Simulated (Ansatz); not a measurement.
Consider the ligand exchange at the Si–O bond: `O[SiH2]O` + `[SiH3]S` → `O[SiH2]S[SiH3]` + H₂O.

Calculated with Ansatz (gas phase, PBE0-D4/def2-TZVP geometries, no zero-point term in ΔE). CBS: MP2 limit from def2 TZ/QZ plus the TZ coupled-cluster correction, frozen cores. This one scheme is used for every species. DFT in def2-TZVPP. B3LYP here is the variant with VWN-RPA as its local correlation; programs differ in this. Each species was taken in one conformer, which may not be the lowest.

```tsv
level	ΔE (kcal/mol)	difference from CCSD(T)/CBS
r2SCAN-D4	8.2	0.3
B3LYP-D4	8.8	0.9
ωB97X-V	9.0	1.1
PBE	7.4	-0.5
r2SCAN	8.6	0.7
PBE0	7.8	-0.1
B3LYP	11.5	3.6
HF/def2-TZVPP	13.9	6.0
SCS-MP2/def2-TZVPP	9.8	1.9
MP2/def2-QZVPP	7.5	-0.4
CCSD(T)/CBS	7.9	0
```

Largest T1 diagnostic among the species: 0.012.

The D4 term adds −2.8 kcal/mol with B3LYP and −1.5 kcal/mol with PBE0; it sums over pairs of atoms, weighted by their polarisabilities, and B3LYP, whose exchange is more repulsive, gets the larger term. In def2-TZVPP, CCSD(T) changes the Hartree–Fock value by −4.7 kcal/mol (the triples alone add −1.0 kcal/mol) and MP2 by −5.7 kcal/mol.
